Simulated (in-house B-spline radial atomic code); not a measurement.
A run on an ion of nuclear charge 26 with 26.7 electrons that did not converge. Method: scalar-relativistic (X2C) LC-wPBE, spin-polarised, spherical fractional occupations, Fermi nucleus of rms radius 3.7377 fm; computed with a B-spline radial code for spherical atoms.

Command:
```bash
python run_scf.py task.json out
```
Settings (nuclear radius in fm, mass in u):
```
Z                26
configuration    [Ar] 3d6.7 4s2
hamiltonian      x2c
method           lc_wpbe
spin_polarised   True
nucleus          fermi
rms_radius       3.7377
atomic_mass      55.93494
speed_of_light   137.035999084
```

First and last ten iterations of the last attempt (damped for 15 steps, keeping 80 % of the old Fock matrix, then DIIS):
```
 iter        energy (Eh)    residual
    1       -1259.438574    3.90e-01
    2       -1261.080114    5.75e-01
    3       -1266.304365    3.93e-01
    4       -1269.266006    2.50e-01
    5       -1270.842905    1.54e-01
    6       -1271.624029    9.73e-02
    7       -1271.982912    6.97e-02
    8       -1272.138437    5.29e-02
    9       -1272.205764    3.97e-02
   10       -1271.783556    7.63e-02
  111       -1272.246662    1.91e-02
  112       -1271.814285    5.84e-02
  113       -1271.777195    6.04e-02
  114       -1271.780156    6.06e-02
  115       -1271.787069    6.03e-02
  116       -1271.787837    6.04e-02
  117       -1271.793981    5.98e-02
  118       -1271.796156    5.97e-02
  119       -1271.810476    5.85e-02
  120       -1271.819306    5.73e-02
 not converged after 120 iterations
```

The smallest residual met was 1.9e-02; the threshold is about 3e-07. No energy from this run should be used. Run time, properties included: 25 s on 1 thread of Arm Neoverse N1, on a shared host.
